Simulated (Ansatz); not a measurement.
All numbers were calculated with Ansatz.

A structure relaxed at PBE0-D4/def2-TZVP, charge 0, multiplicity 1:

```
atom   x (Å)   y (Å)   z (Å)
  O1  -0.430   1.667   0.912
 Si2  -0.678   0.342  -0.037
  C3   0.911  -0.621  -0.300
 Br4   0.458  -2.100  -1.484
  H5  -0.454   1.555   1.863
  H6  -1.146   0.840  -1.348
  H7  -1.668  -0.578   0.580
  H8   1.689  -0.044  -0.797
  H9   1.318  -1.061   0.610
```

Task: Give its formula and SMILES.

Result: CH5BrOSi, `O[SiH2]CBr`.

Task: Summarise the bond lengths by kind.

Result: 1 × O–Si 1.649 Å; 1 × H–O 0.957 Å; 1 × C–Si 1.877 Å; 2 × H–Si 1.479 to 1.486 Å; 1 × Br–C 1.948 Å; 2 × C–H 1.089 Å.
